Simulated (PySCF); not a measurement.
What binds SbBr: the parts of the energy along the bond

State: ³Σ⁻, triplet, unpaired electrons π ↑↑. ROHF-based CCSD(T) in PySCF 2.14 with Sb cc-pwCVDZ-PP with ECP28, Br aug-cc-pVDZ-PP with ECP10 and Sb cc-pwCVTZ-PP with ECP28, Br aug-cc-pVTZ-PP with ECP10 (frozen core orbitals: 13; scalar-relativistic core potentials). Correlation energies are extrapolated as n⁻³ (n = 2, 3), Hartree–Fock as (n+1)·exp(−9√n). All energies in eV from Sb + Br.

| R (Å) | HF/CBS | CCSD corr. | (T) | total |
| --- | --- | --- | --- | --- |
| 2.2030 | -0.662 | -1.093 | -0.1427 | -1.898 |
| 2.3032 | -1.174 | -1.044 | -0.1462 | -2.365 |
| 2.4033 | -1.427 | -1.005 | -0.1505 | -2.583 |
| 2.5034 | -1.501 | -0.974 | -0.1555 | -2.630 |
| 2.6036 | -1.452 | -0.950 | -0.1611 | -2.564 |
| 2.7288 | -1.280 | -0.929 | -0.1692 | -2.378 |
| 2.8539 | -1.033 | -0.917 | -0.1787 | -2.129 |

A fit to the total gives Re = 2.4885 Å, De = 2.632 eV, ωe = 261.3 cm⁻¹, Be = 0.05701 cm⁻¹ (masses 120.9038 and 78.9183 u).

Question: At R = 2.5034 Å the CCSD correlation energy is -0.479748 hartree in the smaller basis and -0.709775 in the larger. Extrapolate it.

Answer: (3³·E3 − 2³·E2)/(3³ − 2³) = -0.80663 hartree; the larger basis holds 88.0 % of it.

The T1 diagnostic is 0.017. The state was picked by a PBE0 search and need not be the measured ground state. Spin–orbit coupling, excitations beyond (T) and corrections to the Born–Oppenheimer picture are left out, and spin–orbit coupling matters for open p, d or f shells this heavy.
